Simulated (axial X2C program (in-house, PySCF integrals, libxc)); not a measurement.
Ionising PbC

Calculated with an axial X2C code built on PySCF integrals, spin-free (one-electron X2C) or two-component (2c: spin–orbit coupling with atomic mean-field Coulomb and Gaunt terms, which also bring small scalar terms), in Dyall basis sets with cores contracted in-house; open shells are unrestricted.

Basis sets: C dyall-v3z, Pb dyall-cv3z.

| Hamiltonian | level | PbC state | Re (Å) | ωe (cm⁻¹) | De (eV) |
| --- | --- | --- | --- | --- | --- |
| spin-free | HF | M_S = 1, Λ = 1 | 2.196 | 511.6 | 1.36 |
| spin-free | PBE0 | M_S = 1, Λ = 1 | 2.088 | 566.7 | 2.83 |

Adiabatic ionisation energy (minimum to minimum, no zero-point term) and constants of PbC⁺:

```
Hamiltonian  level        PbC⁺ state  IE (eV)  Re (Å)  ωe (cm⁻¹)  De (eV)  fragments
  spin-free     HF  M_S = 3/2, Λ = 0     6.55   2.171      600.9     1.39    Pb+ + C
  spin-free   PBE0  M_S = 3/2, Λ = 0     7.26   2.186      557.4     2.60    Pb+ + C
```

Problem. Add the zero-point terms to the ionisation energy at PBE0, spin-free, and say whether the electron removed was bonding.

Solution. IE0 = IE + (ωe⁺ − ωe)/2 = 7.26 + (-0.001) = 7.26 eV. Re changes by 0.098 Å, so the bond lengthens, as on loss of a bonding electron.

Problem. Close the cycle De(PbC⁺) + IE(PbC) = De(PbC) + IE(Pb) to find the atomic ionisation energy at PBE0, spin-free.

Solution. IE(Pb) = 2.60 + 7.26 − 2.83 = 7.03 eV, for the determinants used.

Each entry is the lowest single determinant of a limited PBE0 search at one distance. De goes to single-determinant-based atoms at the same level (for ions the charge split of lowest energy) and is withheld (n/a) where an atom does not fit its ground term or J level. Main or longest-lived isotopes. One determinant is a doubtful description, or other states lie close, for PbC; these need not be ground states, and all values refer to the states named. The functionals have no current term, which raises determinants with orbital currents.
